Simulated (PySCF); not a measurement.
CH₈N₂Si₂, SMILES N[Si@H]1NC[SiH2]1.

The structure is a stationary point at PBE-D3(BJ)/def2-SVP. The structure was generated by enumeration; whether it is a known compound was not checked. Other conformers were not sampled.

Level of theory: PBE-D3(BJ)/def2-SVP (PySCF).

Frequencies are harmonic and unscaled.

```json
[
 {"mode": "1", "ν (cm⁻¹)": "99", "IR (km/mol)": "2.2", "moving atoms (share of kinetic energy)": "H 37 %, N 36 %, C 24 %"},
 {"mode": "2", "ν (cm⁻¹)": "139", "IR (km/mol)": "1.5", "moving atoms (share of kinetic energy)": "N 41 %, H 30 %, Si 28 %"},
 {"mode": "3", "ν (cm⁻¹)": "211", "IR (km/mol)": "3.7", "moving atoms (share of kinetic energy)": "H 46 %, N 31 %, Si 21 %"},
 {"mode": "4", "ν (cm⁻¹)": "303", "IR (km/mol)": "60.5", "moving atoms (share of kinetic energy)": "H 85 %, Si 9 %"},
 {"mode": "5", "ν (cm⁻¹)": "348", "IR (km/mol)": "74.6", "moving atoms (share of kinetic energy)": "H 61 %, N 26 %, Si 13 %"},
 {"mode": "6", "ν (cm⁻¹)": "397", "IR (km/mol)": "49.1", "moving atoms (share of kinetic energy)": "H 71 %, Si 14 %, N 13 %"},
 {"mode": "7", "ν (cm⁻¹)": "410", "IR (km/mol)": "36.2", "moving atoms (share of kinetic energy)": "Si 62 %, H 29 %"},
 {"mode": "8", "ν (cm⁻¹)": "437", "IR (km/mol)": "12.2", "moving atoms (share of kinetic energy)": "Si 39 %, N 24 %, H 21 %, C 17 %"},
 {"mode": "9", "ν (cm⁻¹)": "502", "IR (km/mol)": "75.3", "moving atoms (share of kinetic energy)": "H 83 %, Si 13 %"},
 {"mode": "10", "ν (cm⁻¹)": "556", "IR (km/mol)": "30.1", "moving atoms (share of kinetic energy)": "H 96 %"},
 {"mode": "11", "ν (cm⁻¹)": "633", "IR (km/mol)": "13.1", "moving atoms (share of kinetic energy)": "H 50 %, C 36 %, Si 12 %"},
 {"mode": "12", "ν (cm⁻¹)": "679", "IR (km/mol)": "103.6", "moving atoms (share of kinetic energy)": "H 66 %, C 17 %, Si 16 %"},
 {"mode": "13", "ν (cm⁻¹)": "697", "IR (km/mol)": "21.2", "moving atoms (share of kinetic energy)": "H 67 %, N 22 %"},
 {"mode": "14", "ν (cm⁻¹)": "713", "IR (km/mol)": "34.8", "moving atoms (share of kinetic energy)": "H 85 %"},
 {"mode": "15", "ν (cm⁻¹)": "788", "IR (km/mol)": "90.4", "moving atoms (share of kinetic energy)": "N 38 %, H 34 %, Si 26 %"},
 {"mode": "16", "ν (cm⁻¹)": "821", "IR (km/mol)": "15.7", "moving atoms (share of kinetic energy)": "H 74 %, C 19 %"},
 {"mode": "17", "ν (cm⁻¹)": "856", "IR (km/mol)": "51.5", "moving atoms (share of kinetic energy)": "N 42 %, Si 30 %, H 27 %"},
 {"mode": "18", "ν (cm⁻¹)": "902", "IR (km/mol)": "99.9", "moving atoms (share of kinetic energy)": "H 93 %"},
 {"mode": "19", "ν (cm⁻¹)": "925", "IR (km/mol)": "166.7", "moving atoms (share of kinetic energy)": "H 70 %, Si 19 %, N 11 %"},
 {"mode": "20", "ν (cm⁻¹)": "1036", "IR (km/mol)": "15.9", "moving atoms (share of kinetic energy)": "H 34 %, C 34 %, N 31 %"},
 {"mode": "21", "ν (cm⁻¹)": "1117", "IR (km/mol)": "22.0", "moving atoms (share of kinetic energy)": "H 68 %, C 23 %, N 8 %"},
 {"mode": "22", "ν (cm⁻¹)": "1137", "IR (km/mol)": "0.3", "moving atoms (share of kinetic energy)": "H 89 %"},
 {"mode": "23", "ν (cm⁻¹)": "1288", "IR (km/mol)": "38.1", "moving atoms (share of kinetic energy)": "H 62 %, N 25 %, C 12 %"},
 {"mode": "24", "ν (cm⁻¹)": "1433", "IR (km/mol)": "3.3", "moving atoms (share of kinetic energy)": "H 92 %"},
 {"mode": "25", "ν (cm⁻¹)": "1482", "IR (km/mol)": "51.8", "moving atoms (share of kinetic energy)": "H 89 %, N 11 %"},
 {"mode": "26", "ν (cm⁻¹)": "2103", "IR (km/mol)": "201.5", "moving atoms (share of kinetic energy)": "H 97 %"},
 {"mode": "27", "ν (cm⁻¹)": "2135", "IR (km/mol)": "97.1", "moving atoms (share of kinetic energy)": "H 98 %"},
 {"mode": "28", "ν (cm⁻¹)": "2147", "IR (km/mol)": "123.3", "moving atoms (share of kinetic energy)": "H 96 %"},
 {"mode": "29", "ν (cm⁻¹)": "2922", "IR (km/mol)": "73.5", "moving atoms (share of kinetic energy)": "H 95 %"},
 {"mode": "30", "ν (cm⁻¹)": "2964", "IR (km/mol)": "32.0", "moving atoms (share of kinetic energy)": "H 90 %, C 10 %"},
 {"mode": "31", "ν (cm⁻¹)": "3479", "IR (km/mol)": "2.6", "moving atoms (share of kinetic energy)": "H 93 %"},
 {"mode": "32", "ν (cm⁻¹)": "3495", "IR (km/mol)": "25.8", "moving atoms (share of kinetic energy)": "H 96 %"},
 {"mode": "33", "ν (cm⁻¹)": "3599", "IR (km/mol)": "21.9", "moving atoms (share of kinetic energy)": "H 91 %, N 9 %"}
]
```
